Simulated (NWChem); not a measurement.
System: 1,3-cyclohexadiene (C6H8); SMILES C1=CCCC=C1

Excerpt of the output:

```
             Northwest Computational Chemistry Package (NWChem) 7.3.0
             --------------------------------------------------------

 C2  symmetry detected

                             Geometry "geometry" -> ""
                             -------------------------

 Output coordinates in angstroms (scale by  1.889725989 to convert to a.u.)

  No.       Tag          Charge          X              Y              Z
 ---- ---------------- ---------- -------------- -------------- --------------
    1 C                    6.0000    -0.06524126    -1.41967739    -0.10782486
    2 C                    6.0000    -0.10916299    -0.72318882    -1.25660186
    3 C                    6.0000     0.10916299     0.72318882    -1.25660186
    4 C                    6.0000     0.06524126     1.41967739    -0.10782486
    5 C                    6.0000    -0.24450720     0.72356734     1.18777114
    6 C                    6.0000     0.24450720    -0.72356734     1.18777114
    7 H                    1.0000    -0.19167448    -2.50661959    -0.11072086
    8 H                    1.0000    -0.28632799    -1.23108265    -2.20883186
    9 H                    1.0000     0.28632799     1.23108265    -2.20883186
   10 H                    1.0000     0.19167448     2.50661959    -0.11072086
   11 H                    1.0000    -1.34348768     0.74603274     1.33767414
   12 H                    1.0000     0.18331864     1.27125153     2.04181214
   13 H                    1.0000    -0.18331864    -1.27125153     2.04181214
   14 H                    1.0000     1.34348768    -0.74603274     1.33767414

 Effective nuclear repulsion energy (a.u.)     219.0857028608

      Symmetry information
      --------------------

 Group name             C2
 Group number              4
 Group order               2
 No. of unique centers     7

                                 NWChem DFT Module
                                 -----------------

 Summary of "ao basis" -> "ao basis" (spherical)
 ------------------------------------------------------------------------------
       Tag                 Description            Shells   Functions and Types
 ---------------- ------------------------------  ------  ---------------------
 C                          def2-svp                 6       14   3s2p1d
 H                          def2-svp                 3        5   2s1p

      Symmetry analysis of basis
      --------------------------

        a          62
        b          62

            General Information
            -------------------
          SCF calculation type: DFT
          Wavefunction type:  closed shell.
          No. of atoms     :    14
          No. of electrons :    44
           Alpha electrons :    22
            Beta electrons :    22
          Charge           :     0
          Spin multiplicity:     1
          Use of symmetry is: on ; symmetry adaption is: on
          Maximum number of iterations: 150
          AO basis - number of functions:   124
                     number of shells:    60
          Convergence on energy requested:  1.00D-06
          Convergence on density requested:  1.00D-05
          Convergence on gradient requested:  5.00D-04

              XC Information
              --------------
                         B3LYP Method XC Potential
                     Hartree-Fock (Exact) Exchange  0.200
                        Slater Exchange Functional  0.800 local
                    Becke 1988 Exchange Functional  0.720 non-local
              Lee-Yang-Parr Correlation Functional  0.810
                  VWN I RPA Correlation Functional  0.190 local

             Grid Information
             ----------------
          Grid used for XC integration:  medium
          Radial quadrature: Mura-Knowles
          Angular quadrature: Lebedev.
          Tag              B.-S. Rad. Rad. Pts. Rad. Cut. Ang. Pts.
          ---              ---------- --------- --------- ---------
          C                   0.70       49          11.0       434
          H                   0.35       45          12.0       434
          Grid pruning is: on
          Number of quadrature shells:   327
          Spatial weights used:  Erf1

      Superposition of Atomic Density Guess
      -------------------------------------

 Sum of atomic energies:        -229.74309525

      Non-variational initial energy
      ------------------------------

 Total energy =    -234.142964
 1-e energy   =    -740.488080
 2-e energy   =     287.259412
 HOMO         =      -0.244842
 LUMO         =      -0.044993

      Symmetry analysis of molecular orbitals - initial
      -------------------------------------------------

  Numbering of irreducible representations:

     1 a           2 b

  Orbital symmetries:

     1 a           2 b           3 a           4 b           5 a
     6 b           7 a           8 a           9 b          10 b
    11 a          12 a          13 b          14 b          15 a
    16 b          17 a          18 a          19 b          20 b
    21 a          22 a          23 b          24 a          25 a
    26 a          27 b          28 b          29 a          30 b
    31 b          32 a

     ---------------------------------------------
      Total Density - Mulliken Population Analysis
     ---------------------------------------------

    Atom       Charge   Shell Charges
 -----------   ------   -------------------------------------------------------
    1 C    6     6.14   1.99  0.97  0.29  1.94  0.91  0.04
    2 C    6     6.12   1.99  0.97  0.25  1.99  0.88  0.04
    3 C    6     6.12   1.99  0.97  0.25  1.99  0.88  0.04
    4 C    6     6.14   1.99  0.97  0.29  1.94  0.91  0.04
    5 C    6     6.13   1.99  0.96  0.15  2.01  0.98  0.03
    6 C    6     6.13   1.99  0.96  0.15  2.01  0.98  0.03
    7 H    1     0.91   0.67  0.21  0.02
    8 H    1     0.91   0.68  0.21  0.02
    9 H    1     0.91   0.68  0.21  0.02
   10 H    1     0.91   0.67  0.21  0.02
   11 H    1     0.90   0.67  0.20  0.02
   12 H    1     0.90   0.68  0.20  0.02
   13 H    1     0.90   0.68  0.20  0.02
   14 H    1     0.90   0.67  0.20  0.02

   convergence    iter        energy       DeltaE   RMS-Dens  Diis-err
 ---------------- ----- ----------------- --------- --------- ---------
 d= 0,ls=0.0,diis     1   -233.2006751180 -4.52D+02  7.06D-03  4.04D-01
 d= 0,ls=0.0,diis     2   -233.2505969108 -4.99D-02  2.45D-03  1.94D-02
 d= 0,ls=0.0,diis     3   -233.2494471100  1.15D-03  1.24D-03  2.85D-02
 d= 0,ls=0.0,diis     4   -233.2530838235 -3.64D-03  3.04D-04  1.92D-03
 d= 0,ls=0.0,diis     5   -233.2533262392 -2.42D-04  5.96D-05  7.04D-05
  Resetting Diis
 d= 0,ls=0.0,diis     6   -233.2533349817 -8.74D-06  1.35D-05  3.66D-06
 d= 0,ls=0.0,diis     7   -233.2533355013 -5.20D-07  1.64D-06  9.67D-09

         Total DFT energy =     -233.253335501268
      One electron energy =     -746.421061235327
           Coulomb energy =      329.569770549373
    Exchange-Corr. energy =      -35.487747676160
 Nuclear repulsion energy =      219.085702860846

 Numeric. integr. density =       43.999924354647

                  Occupations of the irreducible representations
                  ----------------------------------------------

                     irrep           alpha         beta
                     --------     --------     --------
                     a                12.0         12.0
                     b                10.0         10.0

                       DFT Final Molecular Orbital Analysis
                       ------------------------------------

 Vector   20  Occ=2.000000D+00  E=-3.193838D-01  Symmetry=a
              MO Center= -1.7D-16, -3.5D-15,  1.9D-01, r^2= 4.2D+00
   Bfn.  Coefficient  Atom+Function         Bfn.  Coefficient  Atom+Function
  ----- ------------  ---------------      ----- ------------  ---------------
    61      0.267450   5 C  py               75     -0.267450   6 C  py
    19     -0.214661   2 C  py               33      0.214661   3 C  py
    85     -0.213553   7 H  s               100     -0.213553  10 H  s
     5      0.207514   1 C  py               47     -0.207514   4 C  py
   110      0.140457  12 H  s               115      0.140457  13 H  s

 Vector   21  Occ=2.000000D+00  E=-3.081315D-01  Symmetry=b
              MO Center=  1.7D-16, -2.9D-15, -6.9D-01, r^2= 2.7D+00
   Bfn.  Coefficient  Atom+Function         Bfn.  Coefficient  Atom+Function
  ----- ------------  ---------------      ----- ------------  ---------------
    18      0.320858   2 C  px               32      0.320858   3 C  px
     4      0.198459   1 C  px               21      0.198639   2 C  px
    35      0.198639   3 C  px               46      0.198459   4 C  px
     7      0.113319   1 C  px               49      0.113319   4 C  px
     3     -0.101544   1 C  s                45      0.101544   4 C  s

 Vector   22  Occ=2.000000D+00  E=-2.143775D-01  Symmetry=a
              MO Center=  2.3D-16,  2.9D-15, -3.2D-01, r^2= 3.2D+00
   Bfn.  Coefficient  Atom+Function         Bfn.  Coefficient  Atom+Function
  ----- ------------  ---------------      ----- ------------  ---------------
     4      0.319737   1 C  px               46     -0.319737   4 C  px
     7      0.244226   1 C  px               18      0.244385   2 C  px
    32     -0.244385   3 C  px               49     -0.244226   4 C  px
    21      0.190324   2 C  px               35     -0.190324   3 C  px
   105     -0.131504  11 H  s               120     -0.131504  14 H  s

 Vector   23  Occ=0.000000D+00  E=-2.836754D-02  Symmetry=b
              MO Center=  3.9D-16, -3.6D-15, -3.7D-01, r^2= 3.6D+00
   Bfn.  Coefficient  Atom+Function         Bfn.  Coefficient  Atom+Function
  ----- ------------  ---------------      ----- ------------  ---------------
     7      0.427956   1 C  px               49      0.427956   4 C  px
     4      0.345535   1 C  px               46      0.345535   4 C  px
    21     -0.301264   2 C  px               35     -0.301264   3 C  px
    18     -0.236478   2 C  px               32     -0.236478   3 C  px
    59      0.151849   5 C  s                73     -0.151849   6 C  s

 Vector   24  Occ=0.000000D+00  E= 5.741549D-02  Symmetry=a
              MO Center= -2.3D-16,  1.5D-16,  8.2D-01, r^2= 8.4D+00
   Bfn.  Coefficient  Atom+Function         Bfn.  Coefficient  Atom+Function
  ----- ------------  ---------------      ----- ------------  ---------------
    59      1.289376   5 C  s                73      1.289376   6 C  s
   111     -0.856069  12 H  s               116     -0.856069  13 H  s
   106     -0.692169  11 H  s               121     -0.692169  14 H  s
    86     -0.539388   7 H  s               101     -0.539388  10 H  s
    91     -0.469672   8 H  s                96     -0.469672   9 H  s

 Vector   25  Occ=0.000000D+00  E= 7.062537D-02  Symmetry=a
              MO Center=  2.1D-15, -2.9D-14, -7.9D-01, r^2= 6.0D+00
   Bfn.  Coefficient  Atom+Function         Bfn.  Coefficient  Atom+Function
  ----- ------------  ---------------      ----- ------------  ---------------
    91      0.648809   8 H  s                96      0.648809   9 H  s
    86      0.557128   7 H  s               101      0.557128  10 H  s
   106     -0.534042  11 H  s               121     -0.534042  14 H  s
     3     -0.510876   1 C  s                45     -0.510876   4 C  s
    59      0.460289   5 C  s                73      0.460289   6 C  s

     ---------------------------------------------
      Total Density - Mulliken Population Analysis
     ---------------------------------------------

    Atom       Charge   Shell Charges
 -----------   ------   -------------------------------------------------------
    1 C    6     6.08   1.99  0.92  0.28  2.07  0.79  0.03
    2 C    6     5.99   1.99  0.91  0.23  2.10  0.73  0.04
    3 C    6     5.99   1.99  0.91  0.23  2.10  0.73  0.04
    4 C    6     6.08   1.99  0.92  0.28  2.07  0.79  0.03
    5 C    6     5.92   1.98  0.92  0.04  2.13  0.80  0.04
    6 C    6     5.92   1.98  0.92  0.04  2.13  0.80  0.04
    7 H    1     1.01   0.76  0.23  0.02
    8 H    1     1.02   0.76  0.23  0.02
    9 H    1     1.02   0.76  0.23  0.02
   10 H    1     1.01   0.76  0.23  0.02
   11 H    1     0.99   0.75  0.22  0.02
   12 H    1     1.00   0.76  0.22  0.02
   13 H    1     1.00   0.76  0.22  0.02
   14 H    1     0.99   0.75  0.22  0.02

     -------------------------------------------
      Total Density - Lowdin Population Analysis
     -------------------------------------------

    Atom       Charge   Shell Charges
 -----------   ------   -------------------------------------------------------
    1 C    6     6.03   1.97  0.61  0.30  1.89  1.17  0.09
    2 C    6     6.05   1.97  0.60  0.30  1.91  1.18  0.09
    3 C    6     6.05   1.97  0.60  0.30  1.91  1.18  0.09
    4 C    6     6.03   1.97  0.61  0.30  1.89  1.17  0.09
    5 C    6     6.03   1.96  0.58  0.29  1.93  1.18  0.09
    6 C    6     6.03   1.96  0.58  0.29  1.93  1.18  0.09
    7 H    1     0.98   0.64  0.27  0.07
    8 H    1     0.98   0.64  0.27  0.07
    9 H    1     0.98   0.64  0.27  0.07
   10 H    1     0.98   0.64  0.27  0.07
   11 H    1     0.97   0.64  0.27  0.06
   12 H    1     0.97   0.64  0.26  0.06
   13 H    1     0.97   0.64  0.26  0.06
   14 H    1     0.97   0.64  0.27  0.06

     Multipole analysis of the density
     ---------------------------------

     L   x y z        total         alpha         beta         nuclear
     -   - - -        -----         -----         ----         -------
     0   0 0 0     -0.000000    -22.000000    -22.000000     44.000000

     1   1 0 0      0.000000      0.000000      0.000000      0.000000
     1   0 1 0      0.000000      0.000000      0.000000      0.000000
     1   0 0 1      0.169836      0.084918      0.084918     -0.000000

     2   2 0 0    -29.061675    -23.147917    -23.147917     17.234158
     2   1 1 0      0.266475      0.020377      0.020377      0.225721
     2   1 0 1     -0.000000     -0.000000     -0.000000      0.000000
     2   0 2 0    -26.262218   -114.347804   -114.347804    202.433390
     2   0 1 1     -0.000000     -0.000000     -0.000000      0.000000
     2   0 0 2    -25.966672   -116.038590   -116.038590    206.110508
```

Level: B3LYP/def2-SVP. Structure relaxed at the PBE0/def2-SVP level.

### Question
Which NWChem input produces such a log?

### Answer
Several could match; the one computed here: the input that was run:
```
start job
memory heap 200 mb stack 900 mb global 1100 mb
geometry units angstroms noautoz
  C     -0.068952    -1.419502    -0.108286
  C     -0.111053    -0.722901    -1.257063
  C      0.111053     0.722901    -1.257063
  C      0.068952     1.419502    -0.108286
  C     -0.242615     0.724204     1.187310
  C      0.242615    -0.724204     1.187310
  H     -0.198226    -2.506110    -0.111182
  H     -0.289545    -1.230330    -2.209293
  H      0.289545     1.230330    -2.209293
  H      0.198226     2.506110    -0.111182
  H     -1.341533     0.749542     1.337213
  H      0.186641     1.270768     2.041351
  H     -0.186641    -1.270768     2.041351
  H      1.341533    -0.749542     1.337213
end
basis spherical
  * library def2-svp
end
dft
  xc b3lyp
  iterations 150
  mulliken
end
task dft energy
```
